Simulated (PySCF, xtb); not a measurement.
Te(OH)(SMe) (CH₄OSTe), SMILES S([Te]O)C. The values are those of a single conformer.

Harmonic wavenumbers (cm⁻¹) from xtb with GFN2-xTB at its own minimum, in rising order: 70, 113, 161, 183, 261, 367, 515, 700, 911, 936, 940, 1313, 1443, 1454, 3032, 3040, 3061, 3592.

Q: What does PySCF 2.14.0 with PBE0-D3(BJ)/def2-SVP give at its own minimum? (Estimate from the structure and the level; the computed values follow.)

A: 93, 122, 174, 200, 360, 395, 600, 717, 956, 960, 998, 1322, 1436, 1447, 3064, 3178, 3194, 3861. Paired by order, the mean absolute difference is 56 cm⁻¹ and the zero-point energies are 31.6 and 33.0 kcal/mol.
